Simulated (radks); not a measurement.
The numbers below are computed, except where a source is named.
The nuclear charge of the niobium ion Nb2+ is varied continuously with 39 electrons held in [Kr] 4d3. Level of theory: scalar-relativistic Kohn-Sham, BLYP, spin-polarised, spherical densities, finite nucleus; open shells are filled with parallel spins first (spin-orbit coupling, left out, can overturn this in heavy ions); Fermi nuclear charge, rms radius 4.324 fm (a radial shooting solver on a logarithmic mesh with Libxc functionals). By the Hellmann-Feynman theorem dE/dZ = E(electron-nucleus)/Z, the electronic potential at the nucleus (averaged over a nucleus of fixed radius). The scalar-relativistic energy here is not variational (the density holds large components alone), so the two differ by a part that grows with Z.

Z,E (hartree),E(electron-nucleus)/Z (hartree),HOMO,e(HOMO) (eV),<r> HOMO (bohr)
40,-3598.76269,-216.483,4d,-8.611,2.260
40.2,-3642.29644,-217.950,4d,-10.578,2.155
40.4,-3686.12514,-219.416,4d,-12.683,2.063
40.6,-3730.24859,-220.881,4d,-14.917,1.983
40.8,-3774.66663,-222.345,4d,-17.273,1.912
41,-3819.37920,-223.809,4d,-19.745,1.849
41.2,-3864.38623,-225.273,4d,-22.328,1.792
41.4,-3909.68772,-226.736,4d,-25.017,1.739
41.6,-3955.28370,-228.200,4d,-27.810,1.692
41.8,-4001.17421,-229.664,4d,-30.702,1.647
42,-4047.35932,-231.128,4d,-33.692,1.607

The central difference of E at Z = 41 is -224.299 hartree, to compare with the third column; the second derivative is -7.36 hartree.
